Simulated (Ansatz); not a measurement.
Species: GeH (charge 0, doublet). 
Coordinates optimised at B3LYP-D3(BJ)/def2-TZVP (Ansatz, an electronic-structure program):
```xyz
2

Ge     0.0000     0.0000    -0.0487
H      0.0000     0.0000     1.5577
```
Charge 0, spin multiplicity 2.

Basis-set convergence of Hartree-Fock and CCSD(T) correlation energies (hartree) with Ansatz. Cores are frozen in the correlated levels unless marked. UHF or UKS for open shells. Spin-orbit coupling is left out. The frozen core is the preceding noble-gas configuration, with the filled d and f shells of earlier blocks. No relativistic terms.

```json
[
 {"basis": "def2-SVPD", "functions": "46", "E(HF)": "-2075.63058", "E(corr, CCSD(T))": "-0.08777"},
 {"basis": "def2-TZVPPD", "functions": "71", "E(HF)": "-2075.89449", "E(corr, CCSD(T))": "-0.09917"},
 {"basis": "def2-QZVPPD", "functions": "128", "E(HF)": "-2075.93642", "E(corr, CCSD(T))": "-0.10307"}
]
```

Extrapolating the two largest sets (X = 3 and 4) as X^-3: E(corr) = (64·(-0.10307) - 27·(-0.09917))/37 = -0.1059 Eh, an estimate of the basis-set limit. The largest set recovers 97.3 % of it, the smallest 82.9 %.
